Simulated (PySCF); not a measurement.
First SCF of a structure search on singlet CuOF, at a hand-made linear geometry. PySCF input:

```python
from pyscf import gto, scf, dft
mol = gto.M(atom='''
Cu     0.000000     0.000000     0.000000
O      0.000000     0.000000    -1.720000
F      0.000000     0.000000     1.760000''',
    basis={'Cu': 'def2-TZVP', 'O': 'def2-TZVP', 'F': 'def2-TZVP'},
    charge=0, spin=0)
mf = dft.RKS(mol, xc='PBE0')
mf.grids.atom_grid = (50, 194)
aux = {'Cu': 'def2-universal-JKFIT', 'O': 'def2-universal-JKFIT', 'F': 'def2-universal-JKFIT'}
mf = mf.density_fit(auxbasis=aux)
mf.conv_tol = 1e-08
mf.diis_space = 10
mf.max_cycle = 60
mf.init_guess = 'minao'
mf.verbose = 4
mf.kernel()
```

Excerpt of the output (cycles and frontier levels):

```
init E= -1814.68737396144
cycle= 1 E= -1811.24811880434  delta_E= 3.44  |g|= 5.79  |ddm|= 2.05
  HOMO = -0.373964967282992  LUMO = -0.360035825911914  gap/eV = 0.37903
cycle= 2 E= -1796.69861561365  delta_E= 14.5  |g|= 11.5  |ddm|= 8.87
  HOMO = -0.456626510228939  LUMO = -0.441899469730142  gap/eV = 0.40074
cycle= 3 E= -1812.33862368473  delta_E= -15.6  |g|= 4.05  |ddm|= 7.96
  HOMO = -0.0412716277844038  LUMO = -0.0379040622837903  gap/eV = 0.09164
cycle= 4 E= -1806.50694313882  delta_E= 5.83  |g|= 4.47  |ddm|=  4.8
  HOMO = -0.299016373326563  LUMO = -0.291896271445462  gap/eV = 0.19375
cycle= 5 E= -1814.95551736694  delta_E= -8.45  |g|= 0.88  |ddm|=  4.5
  HOMO = -0.317741933592105  LUMO = -0.24794523230014  gap/eV = 1.89926
cycle= 6 E= -1815.06705654629  delta_E= -0.112  |g|= 0.44  |ddm|= 0.408
  HOMO = -0.357494862755722  LUMO = -0.287088817844008  gap/eV = 1.91585
cycle= 7 E= -1815.08061875864  delta_E= -0.0136  |g|= 0.47  |ddm|= 0.447
  HOMO = -0.345330253551476  LUMO = -0.262421033154162  gap/eV = 2.25607
cycle= 8 E= -1815.10497672764  delta_E= -0.0244  |g|= 0.209  |ddm|= 0.155
  HOMO = -0.348092691357053  LUMO = -0.262883392403978  gap/eV = 2.31866
cycle= 9 E= -1815.108888645  delta_E= -0.00391  |g|= 0.117  |ddm|= 0.0423
  HOMO = -0.345877421841605  LUMO = -0.258643114146047  gap/eV = 2.37377
cycle= 10 E= -1815.11050414159  delta_E= -0.00162  |g|= 0.0263  |ddm|= 0.0544
  HOMO = -0.346939111963505  LUMO = -0.259605831962766  gap/eV = 2.37646
cycle= 11 E= -1815.11062749254  delta_E= -0.000123  |g|= 0.00713  |ddm|= 0.0106
  HOMO = -0.347057132788701  LUMO = -0.259719295150767  gap/eV = 2.37658
cycle= 12 E= -1815.11063616025  delta_E= -8.67e-06  |g|= 0.00162  |ddm|= 0.00359
  HOMO = -0.347023783410126  LUMO = -0.259691276634555  gap/eV = 2.37644
cycle= 13 E= -1815.11063644456  delta_E= -2.84e-07  |g|= 0.000233  |ddm|= 0.000571
  HOMO = -0.347017922338948  LUMO = -0.259687579097012  gap/eV = 2.37638
cycle= 14 E= -1815.11063645221  delta_E= -7.64e-09  |g|= 3.68e-05  |ddm|= 0.00015
  HOMO = -0.347020213682753  LUMO = -0.259690281228146  gap/eV = 2.37637
Extra cycle  E= -1815.11063644487  delta_E= 7.33e-09  |g|= 0.000232  |ddm|= 0.000111
converged SCF energy = -1815.11063644487
```

No lower solution of this spin was found from smeared starts or by a stability analysis within the restricted form, which does not test spin polarisation.

At the minimum of this search the closed-shell solution is unstable towards spin polarisation, so a lower open-shell solution exists.

The search for the lowest solution, 3 starts and the stability check together, took 8.6 s on 2 threads of a shared Arm Neoverse V1 host, with 107 basis functions; the process peaked at 0.46 GiB.
